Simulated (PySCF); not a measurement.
**Identify the compound**

Molecular formula: C₇H₁₁ClSi. Simulated spectra:

¹H NMR (400 MHz, computed): δ 6.87 (m, 1H), 6.79 (m, 1H), 4.57 (s, 2H), 2.35 (t, 2H), 1.47 (m, 2H), 1.10 (t, 3H).

¹³C{¹H} NMR (computed): δ 150.8 (C), 150.6 (CH), 150.2 (CH), 150.0 (C), 40.8 (CH2), 29.5 (CH2), 16.0 (CH3).

PySCF 2.14.0 with density-fitted response routines calculation with structure optimised with GFN2-xTB and PBE0/pcSseg-1 with gauge-including orbitals; relativity neglected, isolated molecule, one conformer, one averaged value for each set of equivalent atoms.

Scale: TMS for ¹H (31.72 ppm), ¹³C (186.93 ppm) (reference shieldings calculated alike).

Problem. Which candidate is it?
A. C=C[SiH2][C@@](C)(Cl)C#CC
B. CCCC1=CC=C(Cl)[SiH2]1
C. C=C[C@](C)(Cl)C1=C[SiH2]C1
D. Cl[C@@H]1[SiH2]C=C1C1CCC1

Solution. B. 

1. The formula gives 3 degrees of unsaturation (1 ring in the answer).
2. 7 carbon signals for 7 carbons: no two carbons are equivalent.
3. Carbon types of the structure: 2 × C, 2 × CH, 2 × CH2, 1 × CH3, leaving 2 H on heteroatoms.
4. δC 150.8, 150.0: fully substituted alkene carbon; the olefinic region.
5. δC 150.6, 150.2: alkene CH; the olefinic region.
6. δC 29.5: sp3 CH2; saturated and bonded to C and H only.
7. δC 16.0: methyl carbon; a saturated carbon with 1 carbon neighbour and no heteroatom attached.
8. δH 6.87, 6.79: hydrogen on an alkene CH; olefinic region.

The others: Cl[C@@H]1[SiH2]C=C1C1CCC1 would give 11 signals for carbon-bound and other non-exchanging H, not 6; C=C[SiH2][C@@](C)(Cl)C#CC would give 7 signals for carbon-bound and other non-exchanging H, not 6; C=C[C@](C)(Cl)C1=C[SiH2]C1 would give 9 signals for carbon-bound and other non-exchanging H, not 6.

Carbons that carry Cl, above all several Cl atoms, come out too deshielded, partly because spin–orbit coupling is missing. Shifts are as computed. Against solution values, carbons near 30 ppm lie about +3 ppm off and those near 130 ppm about +5 ppm; carbons on Cl a further +6 ppm. Of 1211 compounds with measured shifts, 218 miss one by over three times the rms of a fit or turn the order of signals round; such compounds aren't used in these exercises. No couplings were computed; multiplicities are counted from neighbouring protons, with m where these are inequivalent, close in shift, in a saturated or five-membered ring or joined by F or P, and br s for small geminal =CH2 splittings.
